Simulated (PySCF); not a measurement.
MoO₂Cl₂, SMILES [O]=[Mo]([Cl])([Cl])=[O], multiplicity 1.

The structure is a stationary point at PBE-D3(BJ)/def2-SVP. The spin state was assumed, not searched. The isomer is the one that the SMILES or the coordinates give; other isomers of the formula were not compared. The def2 effective core potentials stand for the cores of Mo; spin–orbit coupling is left out.

Calculation: PySCF with PBE/def2-TZVP.

Symmetry labels are those of the subgroup C2v that the program uses (full group C2v).

Computed valence orbital energies around the gap with their symmetry:
```csv
orbital,symmetry,energy (eV)
HOMO−7,A1,-10.71
HOMO−6,A1,-10.15
HOMO−5,B1,-9.45
HOMO−4,A1,-8.97
HOMO−3,B2,-8.91
HOMO−2,B1,-8.63
HOMO−1,A2,-8.60
HOMO,B2,-8.33
LUMO,A1,-4.61
LUMO+1,A2,-4.10
LUMO+2,B1,-3.62
LUMO+3,A1,-2.33
```
